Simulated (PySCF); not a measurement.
Potential energy curve for SiCl, doublet.

Levels of theory: ROKS-wB97X-V = restricted open-shell wB97X-V/6-31G (PySCF 2.14.0); UCCSD(T) = PySCF 2.14.0 with CCSD(T) on UHF/6-31G, 10 core orbitals frozen.

Energies relative to the lowest point of each curve near equilibrium, in kcal/mol:

```tsv
R / Å	ROKS-wB97X-V
1.64	114.0
1.76	57.7
1.86	29.6
1.93	17.0
1.99	9.6
2.07	3.5
2.11	1.7
2.21	0.0
2.27	0.5
2.39	3.7
2.59	13.0
2.76	22.5
```

Q: Estimate the UCCSD(T) values at these points.

A: 1.64: 125.8; 1.76: 66.6; 1.86: 36.4; 1.93: 22.4; 1.99: 13.8; 2.07: 6.2; 2.11: 3.8; 2.21: 0.5; 2.27: 0.0; 2.39: 1.5; 2.59: 8.2; 2.76: 15.9 (kcal/mol).

The scan ran from 1.64 to 8.26 Å; beyond the distances shown one of the unrestricted levels run for this scan, shown here or not, changes its spin distribution in one step.
